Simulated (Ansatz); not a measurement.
Compare A (`C[SiH](C)CO`) with its isomer B (`CC[SiH2]CO`).

Computed with Ansatz on PBE0-D4/def2-TZVP structures; ΔE is electronic, products minus reactants. CBS: MP2 limit from def2 TZ/QZ plus the TZ coupled-cluster correction, frozen cores. DFT in def2-TZVPP. B3LYP here is the variant with VWN-RPA as its local correlation; programs differ in this. One conformer a species, not always the lowest.

(1) Which is lower in electronic energy at CCSD(T)/CBS, and by how much? (Best estimate.)

(2) Give E(B) − E(A) in kcal/mol with HF/def2-TZVPP, CCSD(T)/def2-TZVPP, B3LYP, B3LYP-D4, ωB97M-V, B2PLYP, PBE-D4. (An estimate is asked.)

Largest T1 diagnostic: 0.010.

Answers

(1) Ansatz gave: A, by 13.0 kcal/mol.

(2) Computed: HF/def2-TZVPP 12.1, CCSD(T)/def2-TZVPP 12.7, B3LYP 13.1, B3LYP-D4 12.9, ωB97M-V 13.4, B2PLYP 13.1, PBE-D4 12.9. None reverses the order clearly.
